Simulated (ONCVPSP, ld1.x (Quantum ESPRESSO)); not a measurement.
Potentials for phosphorus compared

Generated with ld1.x 7.5 (TM, RRKJ, ultrasoft, PAW), atompaw 4.2 or ONCVPSP 4.0.1. The cutoff is in Ry: for ld1.x and atompaw files where the sum of valence levels is converged to 10 mRy in a Bessel basis, for ONCV files where the hardest occupied wave has 1 mHa per electron of residual kinetic energy. The error is the largest all-electron minus pseudo excitation energy over each file’s own four to seven test configurations (ionisations up to +4, promotions, holes and added fractions of an electron), all of which were solved. The labels leave out finer settings (local radius, basis sizes, second energies), which also bear on the numbers. Spin-polarised tests are not counted. The rows are a selection from randomly drawn settings: files with unsolved tests, undetermined cutoffs or missed reference levels are left out.

A true bound ghost makes a file unfit for plane-wave use even where its test errors are small: the radial tests pick states by their node count and pass the ghost by.

| potential | cutoff (Ry) | largest error (meV) | bound ghosts |
| --- | --- | --- | --- |
| ONCV, LDA (Perdew-Wang 92), scalar-relativistic, rc 1.30/1.45/1.20 (spd), local smoothed, core correction yes, reference 3s2 3p1, qcut 4.3/6/8.3, projectors 1/2/2 | 43 | +24 | p |
| TM, PBEsol, scalar-relativistic, rc 1.40/1.20 (sp), local s, core correction no, reference 3s2 3p3 | 70 | +190 | none |

Question: Fill in the row for P: ONCV, BLYP, scalar-relativistic, rc 1.35/1.75 (sp), local smoothed, core correction yes, reference 3s2 3p3, qcut 6/3.8, projectors 1/2.

Answer: cutoff 20 Ry, largest error -90 meV, bound ghosts: none.

Question: Fill in the row for P: ONCV, PW91, scalar-relativistic, rc 0.85/0.95 (sp), local smoothed, core correction yes, reference 2s2 2p6 3s1 3p4, qcut 10.6/18.5, projectors 2/2.

Answer: cutoff 239 Ry, largest error +5.6 meV, bound ghosts: none.

Question: Fill in the row for P: ultrasoft, PBEsol, non-relativistic, rc 0.90/0.75/0.75 (spd), local smoothed, core correction yes, reference 2s2 2p6 3s1.5 3p3.5.

Answer: cutoff 230 Ry, largest error -197 meV, bound ghosts: none.
